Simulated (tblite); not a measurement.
Torsional barriers computed with GFN2-xTB (tblite), climbing-image nudged elastic band, gas phase; electronic energies of the top image counted from the start geometry. The bands met a force threshold of 0.05 eV/Å; their tops weren't refined or checked by frequencies and can lie a kcal/mol or more above the method's true saddle points. Atom numbers follow the mapped SMILES.

**Question.** Rank the forward barriers of these bands, lowest first.
A. `[CH2:1]=[N:2][CH2:3][C@@H:4]1[CH2:5][CH2:6][C@@H:7]1[F:8]`: N2–C3–C4–C7 from -59° to 86°
B. `[F:1][C@@H:2]1[CH2:3][CH2:4][C@H:5]1[N:6]1[CH2:7][CH2:8]1`: C2–C5–N6–C8 from 161° to -71°
C. `[CH3:1][O:2][C:3](=[O:4])[CH2:5][CH2:6][Br:7]`: C5–C3–O2–C1 from 180° to 0°

**Answer.** B (2.5 kcal/mol), A (7.0 kcal/mol), C (14.5 kcal/mol).

| SMILES | ends of the turned bond | barrier (kcal/mol) | end above start (kcal/mol) | dihedral at top (°) | bond at start (Å) | bond at top (Å) | Eyring rate at 298 K (s⁻¹) |
| --- | --- | --- | --- | --- | --- | --- | --- |
| F[C@@H]1CC[C@H]1N1CC1 | sp3 carbon bound to nitrogen / tertiary amine nitrogen | 2.5 | 1.1 | -120 | 1.435 | 1.439 | 9 × 10^10 |
| C=NC[C@@H]1CC[C@@H]1F | sp3 carbon bound to nitrogen / four-membered-ring carbon | 7.0 | 1.9 | 13 | 1.529 | 1.543 | 5 × 10^7 |
| COC(=O)CCBr | ester carbonyl carbon / ester single-bonded oxygen | 14.5 | 6.2 | -87 | 1.334 | 1.370 | 1 × 10^2 |

Rates take the electronic barrier for the free energy of activation. GFN2-xTB barriers can miss by several kcal/mol, and conformer orders can be wrong, so the ranking may change at better levels.
